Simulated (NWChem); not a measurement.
CH$_{6}$AlN; SMILES [CH3][AlH][NH2]

```xyz
9

Al    -0.4784     0.0676     0.1454
H     -2.0179     0.2316     0.5151
C      0.4126    -1.6676     0.0082
H      0.3454    -2.2217     0.9600
H      1.4791    -1.5878    -0.2563
H     -0.0736    -2.3012    -0.7532
N      0.4204     1.5715    -0.1454
H      1.4026     1.6375    -0.3892
H      0.0198     2.5017    -0.0908
```
Atoms are numbered in this order, from 1.

Results from NWChem. Pople sets run with spherical d functions. Coordinates come from a PBE0/def2-SVP optimisation. Core excitations by TDA in a window of 1s orbitals, non-relativistic and unshifted: absolute energies depend strongly on the exact-exchange share.

For level Al K edge, PBE0/6-311G**:

| Property | Value |
|---|---|
| first 1s excitation (eV) | 1524.4 |
| dipole oscillator strength of the first | 0.0052 |
| first state with f > 0.002 (eV) | 1524.4 |
| dipole oscillator strength of that state | 0.0052 |

Problem. What are these values for level N K edge, B3LYP/6-311G**?

Solution. 
- first 1s excitation (eV) = 386.6
- dipole oscillator strength of the first = 0.0140
- first state with f > 0.002 (eV) = 386.6
- dipole oscillator strength of that state = 0.0140
